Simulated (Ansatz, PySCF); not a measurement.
Si(H)(NH2)3 (H7N3Si), SMILES N[SiH](N)N.

Geometry: PBE0-D3(BJ)/def2-SVP. One conformer was computed; it need not be the lowest.

Vertical ionisation energy (IE) and electron affinity (EA) in eV. Rows of orbital energies are one-electron estimates. Where ΔSCF, EOM or ADC give a negative EA the extra electron is unbound and the value depends on the basis.

| level | IE | EA |
|---|---|---|
| −ε(HOMO), −ε(LUMO), CAM-B3LYP/def2-TZVP (PySCF) | 8.29 | -1.81 |
| −ε(HOMO), −ε(LUMO), PBE/def2-TZVP (PySCF) | 5.39 | -0.24 |
| ΔSCF, CAM-B3LYP/def2-SVPD (Ansatz), final states of multiplicity 2 and 2 | 9.31 | -1.81 |
| ΔSCF, PBE/def2-SVPD (Ansatz), final states of multiplicity 2 and 2 | 8.60 | -1.50 |

Problem. What vertical singlet–triplet gap does ΔSCF give with CAM-B3LYP/def2-SVPD (Ansatz, an electronic-structure program) and with PBE/def2-SVPD (Ansatz)? (The exact figures need the calculation; the answer reports its results.)

Solution. 6.55 and 5.56 eV (triplet above singlet where positive).
